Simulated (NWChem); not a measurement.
System: CH2NO, doublet; SMILES N[C]=O

Here is an NWChem input.

```
start job
memory heap 200 mb stack 900 mb global 1100 mb
geometry units angstroms noautosym nocenter noautoz
  N      0.095771     1.084854     0.000000
  C     -0.401686    -0.153523     0.000000
  O      0.151452    -1.208490     0.000000
  H      1.101305     1.250946     0.000000
  H     -0.523918     1.881805     0.000000
end
basis spherical
  N library def2-tzvp
  C library def2-tzvp
  O library def2-tzvp
  H library def2-tzvp
end
dft
  odft
  mult 2
  xc b3lyp
  iterations 150
end
cosmo
  do_cosmo_smd true
  solvent water
end
task dft energy
```

In the optimisation the excess spin sits in a' (Cs, its own frame). Geometry: optimised at PBE0/def2-SVP, spin-unrestricted. No stability test was run on the SCF state. Solvent: water.

Solvent water, SMD (1 M gas to 1 M solution), gas-phase geometry. Reactions with the solvent are ignored.

Question: Predict the main results of this run. (B3LYP/def2-TZVP, spin-unrestricted, SMD on the gas-phase geometry.) Quantities: basis functions; solvation free energy (kcal/mol); cavity-dispersion-structure term (kcal/mol); dipole in solution (D).

Answer: 
```
Quantity                                     Result
-------------------------------------------  ------
number of basis functions                       105
solvation free energy (kcal/mol)               -4.0
cavity-dispersion-structure term (kcal/mol)     5.5
dipole in solution (D)                         5.00
```
